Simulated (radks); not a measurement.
All-electron atom: Fe+ in [Ar] 3d4.5 4s0.5 4p2 (fractional occupations, a model configuration). All-electron calculation, scalar-relativistic Kohn-Sham, PBE, spin-polarised, spherical densities, point nucleus; open shells are filled with parallel spins first. Program: a radial shooting solver on a logarithmic mesh with Libxc functionals.

Normalised radial functions P(r) = r R(r), r in bohr:

r,3d up,4p up
0.00291,0.0000,0.0005
0.003308,0.0000,0.0007
0.00379,0.0000,0.0009
0.004342,0.0000,0.0011
0.004974,0.0000,0.0015
0.005699,0.0000,0.0019
0.006529,0.0000,0.0025
0.00748,0.0001,0.0032
0.008502,0.0001,0.0040
0.00974,0.0002,0.0051
0.01116,0.0002,0.0066
0.01278,0.0003,0.0084
0.01465,0.0005,0.0107
0.01678,0.0007,0.0136
0.01923,0.0010,0.0173
0.02185,0.0015,0.0215
0.02503,0.0022,0.0270
0.02868,0.0032,0.0337
0.03286,0.0046,0.0417
0.03765,0.0067,0.0513
0.04313,0.0096,0.0626
0.04941,0.0137,0.0756
0.05616,0.0190,0.0892
0.06434,0.0268,0.1051
0.07372,0.0374,0.1217
0.08446,0.0519,0.1385
0.09676,0.0712,0.1540
0.1109,0.0966,0.1668
0.127,0.1295,0.1748
0.1444,0.1685,0.1758
0.1654,0.2198,0.1677
0.1895,0.2821,0.1479
0.2171,0.3558,0.1146
0.2487,0.4401,0.0674
0.2849,0.5332,0.0076
0.3264,0.6318,-0.0616
0.371,0.7251,-0.1302
0.4251,0.8189,-0.1994
0.487,0.9005,-0.2557
0.5579,0.9614,-0.2894
0.6392,0.9944,-0.2919
0.7323,0.9951,-0.2580
0.839,0.9624,-0.1867
0.9536,0.9032,-0.0889
1.093,0.8154,0.0399
1.252,0.7091,0.1829
1.434,0.5930,0.3266
1.643,0.4758,0.4573
1.882,0.3654,0.5624
2.157,0.2674,0.6313
2.451,0.1895,0.6555
2.808,0.1233,0.6342
3.217,0.0741,0.5686
3.686,0.0407,0.4715
4.223,0.0202,0.3613
4.838,0.0089,0.2553
5.543,0.0035,0.1652
6.3,0.0013,0.0999
7.217,0.0004,0.0521
8.269,0.0001,0.0237
9.473,0.0000,0.0093

3d up: eigenvalue -28.956 eV, 0 radial nodes, <r> = 0.976 bohr, 90 % of the charge inside 1.64 bohr. 4p up: eigenvalue -11.130 eV, 2 radial nodes at r = 0.289, 1.05 bohr, <r> = 2.88 bohr, 90 % of the charge inside 4.30 bohr.
